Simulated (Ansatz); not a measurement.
Species: C₄H₂, SMILES `C#CC#C` (charge 0, multiplicity 1).

Task: Give a relaxed geometry from PBE-D3(BJ)/def2-TZVP (Ansatz, a first-principles code).

Result: the end point of this relaxation (outside a Z-matrix the atoms follow the SMILES, hydrogens last).
Cartesian coordinates (Å) in one orientation:
```xyz
6

C      1.151    -0.009     1.494
C      0.413     0.130     0.535
C     -0.413     0.286    -0.535
C     -1.151     0.425    -1.494
H      1.800    -0.131     2.336
H     -1.800     0.548    -2.336
```
